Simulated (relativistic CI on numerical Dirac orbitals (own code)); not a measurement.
## Sensitivity of the levels of Tm⁵⁺ to α and to the nuclear radius

Computed by Dirac-Coulomb-Breit CI, KLI orbitals optimised for each configuration, valence Slater integrals scaled by 0.85, P86 correlation energy added to each configuration, derivatives by finite differences, QED left out (own radial code, finite nucleus).

CI space (outside the closed core [Kr] 4d10): 4f¹¹5s²5p⁵, 4f¹⁰5s²5p⁶, 4f¹³5s²5p³, 4f¹¹5s5p⁶, 4f⁹5s²5p⁶6s, 4f¹³5p⁵, 4f¹²5p⁶. The list is cut by size and lacks configurations that can hold low levels.

With x = (α/α₀)² − 1 an excitation energy changes as ω = ω₀ + qx; K = 2q/ω₀ is the relative enhancement. Terms are leading LS components, so labels can repeat. The field-shift factor is F = δν/δ⟨r²⟩ for the transition from the lowest level.

Lowest level 4f¹⁰5s²5p⁶ ⁵I8.

```tsv
Level	ω₀ (cm⁻¹)	q (cm⁻¹)	F (GHz/fm²)
4f¹⁰5s²5p⁶ ⁵I7	7106.2	7354	0.345
4f¹⁰5s²5p⁶ ⁵I6	11787.1	10490	0.53
4f¹⁰5s²5p⁶ ⁵I5	15039.3	11270	0.624
4f¹⁰5s²5p⁶ ⁵I4	17829.6	13980	0.756
4f¹⁰5s²5p⁶ ⁵F5	20315.8	1669	0.483
4f¹⁰5s²5p⁶ ⁵S2	23488.7	317.5	0.52
4f¹⁰5s²5p⁶ ³K8	24083.5	3191	0.614
4f¹⁰5s²5p⁶ ⁵F4	24901.3	5637	0.683
4f¹⁰5s²5p⁶ ⁵F2	27575.4	6305	0.761
4f¹⁰5s²5p⁶ ⁵F3	27614.1	8182	0.81
4f¹⁰5s²5p⁶ ⁵G6	28805.0	2393	0.686
4f¹⁰5s²5p⁶ ⁵F1	29381.1	7997	0.848
4f¹⁰5s²5p⁶ ³G5	30416.7	5829	0.816
```

At this charge configurations can still be misplaced by up to about 7 % of their energy. Levels and lines within the n = 5 or 6 shells can be off by up to 10 % or somewhat more, and those that change n by about 2 %, since core polarisation is missing. The computed lowest level isn't the tabulated ground level, which NIST ASD gives as 4f11 5p5 5I8.

Task: Which transition from the lowest level has the largest |K|?

Result: 4f¹⁰5s²5p⁶ ⁵I7 at 7106.2 cm⁻¹, K = 2.07.
